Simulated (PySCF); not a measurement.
# Electronic absorption of CH11NOSi3

Compound: CH11NOSi3.
SMILES with atom numbers: `[CH3:1][Si@@H:2]([NH2:3])[SiH2:4][O:5][SiH3:6]` (hydrogens: H7, H8, H9 on C1; H10 on Si2; H11, H12 on N3; H13, H14 on Si4; H15, H16, H17 on Si6)

Method used: TDDFT PBE0/def2-SVPD, vertical, gas phase, core orbitals frozen in the response (PySCF 2.14.0, density-fitted response routines). One conformer (not necessarily the lowest) at the GFN2-xTB geometry, without solvent, vibrations or thermal averaging. Torsions of this conformer, `[CH3:1][Si@@H:2]([NH2:3])[SiH2:4][O:5][SiH3:6]`: C1–Si2–Si4–O5 160°, Si2–Si4–O5–Si6 -49°, H–N3–Si2–C1 -46°, H–N3–Si2–C1 173°.

Problem. What does the calculation give for the low-lying excited states?

Solution. 

| state | λ (nm) | E (eV) | f | \|μ\| (D) | main configurations (H = HOMO, L = LUMO) |
| --- | --- | --- | --- | --- | --- |
| S1 | 224.0 | 5.54 | 0.013 | 0.80 | H→L (97%) |
| S2 | 214.4 | 5.78 | 0.0036 | 0.40 | H→L+1 (97%) |
| S3 | 201.5 | 6.15 | 0.018 | 0.88 | H-1→L (95%) |
| S4 | 190.2 | 6.52 | 0.0032 | 0.36 | H-2→L (97%) |
| S5 | 186.9 | 6.63 | 0.0074 | 0.54 | H→L+2 (50%), H-1→L+1 (41%) |
| S6 | 184.6 | 6.72 | 0.024 | 0.98 | H-1→L+1 (54%), H→L+2 (42%) |

Triplets (Tamm–Dancoff): T1 5.04 eV, H→L (77%), H-1→L (15%); T2 5.38 eV, H→L+1 (92%).

The lowest singlet lies at 5.54 eV (224 nm, ultraviolet) and is weak; its leading configuration is HOMO→LUMO (97%). The strongest level in the table is S6 at 6.72 eV (185 nm, f = 0.024). It is the last of those listed, so stronger ones may follow. Löwdin shares by element: HOMO nitrogen 46%, silicon 24% or more, hydrogen 10% or more (atoms not listed hold the other 20%); LUMO silicon 55%, oxygen 8% (atoms not listed hold the other 37%). The oscillator strengths of these states sum to 0.070; summed over the whole spectrum of an exact calculation they would give the number of electrons, 74 (Thomas–Reiche–Kuhn). Weighted by f, the mean energy of these states is 6.28 eV. Of the 6 states listed, 3 reach f = 0.01 and none stays under 0.0005. Only the lowest 6 singlets were computed, as vertical energies without vibronic structure.
